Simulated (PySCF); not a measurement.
## Energy of Ag²⁺ (silver, charge +2) between two integer charges

The 4d beta orbital of [Kr] 4d9 is emptied in steps (occupation f), with all orbitals relaxed, ending at [Kr] 4d8. Computed with PySCF 2.14 in def2-TZVP with the def2 core potential (28 electrons), with scalar relativity through the core potential. The exact energy is a straight line in f; departures are measured from the line between the end points of the same method.

| f | MN15 (eV) |
| --- | --- |
| 1 | 0.000 |
| 0.75 | -0.831 |
| 0.5 | -1.113 |
| 0.25 | -0.836 |
| 0 | 0.000 |

Problem. For MN15, how does the orbital energy at f = 1 compare with the removal energy?

Solution. −ε = 31.196 eV against a total-energy difference of 35.596 eV. By Janak's theorem ε = ∂E/∂f, so the gap between them reflects the curvature. Along the path −ε is 33.362 (f = 0.75), 35.580 (f = 0.5), 37.823 (f = 0.25) eV.

Reference removal energy between the ground levels: 34.8 ± 0.3 eV (semi-empirical (NIST evaluation); NIST Atomic Spectra Database, ionization energies). The calculation has no spin-orbit coupling. The determinant left behind need not be the lowest term of the ion.
